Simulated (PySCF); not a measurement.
# Molybdenum: a sound run and one with changed settings

Sound run: Mo [Kr] 4d5 5s1, Mo⁺ [Kr] 4d5. All numbers are calculated (PySCF 2.14, scalar relativity through the core potential, in aug-cc-pVDZ-PP with ECP28MDF (5s5p4d2f, 54 functions)). In the sound run the correlated levels freeze 4s2 4p6 outside the core potential. The sound run starts from symmetry-adapted Hartree-Fock orbitals and uses a fine grid where one is needed.

Changed run: initial guess atom, at most 50 SCF cycles, level shift 0.5 hartree.

```tsv
species	method	sound run (hartree)	changed run (hartree)	converged
Mo	UHF	-67.34420	-67.34420	yes
Mo	MN15	-67.73684	-67.73684	yes
Mo	BP86	-67.95588	-67.95588	yes
Mo	MP2	-67.40952	-67.39012	yes
Mo⁺	UHF	-67.11429	-67.11429	yes
Mo⁺	MN15	-67.47245	-67.47245	yes
Mo⁺	BP86	-67.67457	-67.67457	yes
Mo⁺	MP2	-67.16004	-67.14820	yes
```

Ionisation energy of Mo:

```tsv
method	sound run (eV)	changed run (eV)
UHF	6.256	6.256
MN15	7.194	7.194
BP86	7.655	7.655
MP2	6.788	6.583
SCS-MP2	6.433	6.365
```

A level shift leaves the converged SCF energy unchanged but raises the virtual orbital energies, which shrinks MP2 if it is not removed.

For comparison, NIST gives 7.092 eV between the lowest levels.
